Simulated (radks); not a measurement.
Results of a calculation; reference values are marked as such.
Neutral gadolinium inside a hard spherical wall (all orbitals vanish at R), configuration held at [Xe] 4f7 5d1 6s2 and not refilled when levels cross. Level of theory: scalar-relativistic Kohn-Sham, r2SCAN, spin-polarised, spherical densities, finite nucleus; open shells are filled with parallel spins first (spin-orbit coupling, left out, can overturn this in heavy ions); meta-GGA in the generalised Kohn-Sham scheme; Fermi nuclear charge, rms radius 5.1569 fm (a radial shooting solver on a logarithmic mesh with Libxc functionals). Eigenvalues in eV for spin up, with the zero of energy where the potential of the charges vanishes at infinity; a dash marks a level that is unbound or too diffuse for the functional's potential to be trusted. A positive occupied level is held by the wall or, in an anion where self-interaction has pushed it up, behind a barrier. The pressure on the wall is -dE/dV.

R (bohr)  E (hartree)  kinetic (hartree)    e(5p)    e(4f)   e(6s)   e(5d)  e(6p, empty)  e(7s, empty)  pressure (GPa)
free      -11271.8965          12102.635  -29.333  -11.041  -4.522  -3.028        -1.351             -               0
15        -11271.8965          12102.635  -29.331  -11.039  -4.520  -3.027        -1.344         0.617        0.000148
10        -11271.8942          12102.656  -29.178  -10.884  -4.406  -2.893        -1.098         2.963          0.0559
8         -11271.8795          12102.753  -28.647  -10.339  -3.968  -2.431        -0.314         6.698           0.615
6         -11271.7778          12103.226  -26.849   -8.445  -1.951  -0.769         2.979        17.940            7.63
4         -11270.9199          12106.456  -21.143   -1.873  10.320   6.055        20.561        64.417             172
3.5       -11270.0510          12109.713  -17.474    2.550  20.886  11.082        34.312        96.291             477
2.5       -11263.0858          12134.455    4.017   25.835  87.630  40.796        112.73        258.27            5970
2         -11248.3359          12181.907   41.200   57.410  197.35  89.726        233.25        486.41           29500
